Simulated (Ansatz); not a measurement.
Geometry optimisation, Ansatz 0.2.0, RHF/def2-SVP.

Input file:

```yaml
crystal:
  periodic: [false, false, false]
  atoms:
    - { symbol: Ga, position_ang: [0.0, 0.0, 0.0] }
    - { symbol: O, position_ang: [0.0, 0.0, 2.14] }
    - { symbol: H, position_ang: [-0.9095, -0.2814, 2.4771] }
    - { symbol: Cl, position_ang: [1.9398, 0.0, -1.12] }
    - { symbol: Cl, position_ang: [-1.9398, 0.0, -1.12] }
    - { symbol: O, position_ang: [0.4457, 1.9326, 0.659] }
    - { symbol: Si, position_ang: [1.641, 2.3186, 1.7747] }
    - { symbol: H, position_ang: [2.367, 1.1086, 2.1493] }
    - { symbol: H, position_ang: [2.5685, 3.2783, 1.1829] }
    - { symbol: H, position_ang: [1.0276, 2.9048, 2.9629] }
    - { symbol: H, position_ang: [0.2813, 1.2198, 1.7667] }
basis:
  gaussian: { orbitals: def2-SVP }
hamiltonian:
  xc: hf
relax:
  f_tol: 0.15
  max_steps: 25
  restrain:
    - { distance: [0, 5], at: 1.79, k: 30.0 }
    - { distance: [10, 1], at: 1.01, k: 30.0 }
    - { distance: [0, 1], at: 2.99, k: 30.0 }
    - { distance: [10, 5], at: 2.21, k: 30.0 }
```

Command:

```bash
$ ansatz run input.yaml --threads 4 --pin off --max-ram 5120MiB --backend cpu --events-out ev --progress --plain --runs-dir out
```

Task: Where does it end, and by what steps?

Result: The forces met the threshold. The restraints hold the end off the free minimum; the threshold counts their pulls, which the force column leaves out. Restrained pairs: Ga1–O6 (2.09 → 1.78 Å), O2–H11 (1.31 → 0.97 Å), Ga1–O2 (2.14 → 2.97 Å), O6–H11 (1.33 → 2.22 Å). After 16 steps the energy has fallen by 3.225 eV (the restraints' own energy left out); H11 moved furthest, 1.31 Å.

```tsv
step	energy less start (eV)	largest force component (eV/Å)	accepted
0	0.0000	3.473	yes
1	-0.2822	4.572	yes
2	-1.1286	3.484	yes
3	-1.8558	2.719	yes
4	-2.6157	2.145	yes
5	-2.9313	1.773	yes
6	-3.0298	1.642	yes
7	-3.1372	1.421	yes
8	-3.1779	1.298	yes
9	-3.1374	2.454	no
10	-3.1827	1.569	yes
11	-3.1837	1.738	yes
12	-3.2153	1.289	yes
13	-3.1786	1.689	no
14	-3.2168	1.335	yes
15	-3.2148	1.466	yes
16	-3.2251	1.284	yes
```

```xyz
11
Properties=species:S:1:pos:R:3
Ga 0.308 0.506 -0.301
O -0.564 -0.655 2.294
H -1.489 -0.643 2.495
Cl 1.774 -0.767 -1.184
Cl -1.644 0.685 -1.140
O 0.772 1.593 1.026
Si 1.876 2.639 1.656
H 3.090 1.910 2.085
H 2.262 3.655 0.649
H 1.279 3.314 2.829
H -0.241 0.245 2.463
```

Time of the run: 15 s on 4 threads of AMD EPYC 9R45 96-Core Processor (Zen 5) (shared host), peak memory 0.42 GiB.
